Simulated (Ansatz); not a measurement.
Calculated with Ansatz (gas phase, PBE0-D4/def2-TZVP geometries, no zero-point term in ΔE). CBS: MP2 limit from def2 TZ/QZ plus the TZ coupled-cluster correction, frozen cores. This one scheme is used for every species. DFT in def2-TZVPP. Each species was taken in one conformer, which may not be the lowest.

`BN(C)C=C` + CH₃SH → `BSC` + `C=CNC`  (ligand exchange at a B–N bond)

```json
{"species": "`BN(C)C=C`", "revPBE energy (Eh)": "-198.74599"}
{"species": "CH₃SH", "revPBE energy (Eh)": "-438.64511"}
{"species": "`BSC`", "revPBE energy (Eh)": "-464.10965"}
{"species": "`C=CNC`", "revPBE energy (Eh)": "-173.26884"}
```

**Question.** Work out ΔE.

**Answer.** ΔE = (-464.10965) + (-173.26884) − (-198.74599) − (-438.64511) = 0.01261 Eh = +33.1 kJ/mol. CCSD(T)/CBS gives +55.0 kJ/mol.

Largest T1 diagnostic among the species: 0.014.

From PBE to PBE0 (25 % exact exchange), in def2-TZVPP and without D4, ΔE moves by +4.6 kJ/mol. In def2-TZVPP, CCSD(T) changes the Hartree–Fock value by +3.0 kJ/mol (the triples alone add −0.8 kJ/mol) and MP2 by +3.0 kJ/mol. Leaving LDA and LC-ωPBE aside and taking each functional with its dispersion term where it has one, the values, not all of them listed here, spread over 13.7 kJ/mol, from PBE-D4 to CAM-B3LYP-D4. LDA lies +10.5 kJ/mol from PBE without D4.
